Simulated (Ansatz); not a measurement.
`CC(=N)S` and `CC(=N)BCl` differ in one atom or group.

Ansatz, PBE0-D4/def2-TZVP geometries, multiplicity 1. Each molecule was computed in one conformer, which needn't be the lowest.

```csv
property,`CC(=N)S`
LUMO energy (PBE/def2-TZVPP) / eV,-1.19
HOMO energy (PBE0/def2-TZVPP) / eV,-7.37
size of the dipole moment (ωB97M-V/def2-TZVPP) / D,2.06
HOMO energy (PBE/def2-TZVPP) / eV,-6.18
zero-point energy (PBE0-D4/def2-TZVP) / kJ/mol,180.0
HOMO energy (ωB97M-V/def2-TZVPP) / eV,-9.54
```

Task: Give the same properties after the change, and the shifts. (Estimate.)

Result: Ansatz gave: 
```json
{"property": "LUMO energy (PBE/def2-TZVPP) / eV", "`CC(=N)BCl`": "-3.33", "shift": "-2.14"}
{"property": "HOMO energy (PBE0/def2-TZVPP) / eV", "`CC(=N)BCl`": "-7.68", "shift": "-0.31"}
{"property": "size of the dipole moment (ωB97M-V/def2-TZVPP) / D", "`CC(=N)BCl`": "2.19", "shift": "0.13"}
{"property": "HOMO energy (PBE/def2-TZVPP) / eV", "`CC(=N)BCl`": "-6.16", "shift": "0.02"}
{"property": "zero-point energy (PBE0-D4/def2-TZVP) / kJ/mol", "`CC(=N)BCl`": "191.8", "shift": "11.8"}
{"property": "HOMO energy (ωB97M-V/def2-TZVPP) / eV", "`CC(=N)BCl`": "-10.04", "shift": "-0.50"}
```

With PBE0 the HOMO falls by 0.31 eV and the LUMO falls by 2.23 eV, so the gap narrows by about 1.92 eV. PBE moves the HOMO by 0.02 eV and ωB97M-V by -0.50 eV. The zero-point energy changes by 11.8 kJ/mol with +3 modes. Dipoles are sizes alone; their direction can turn.
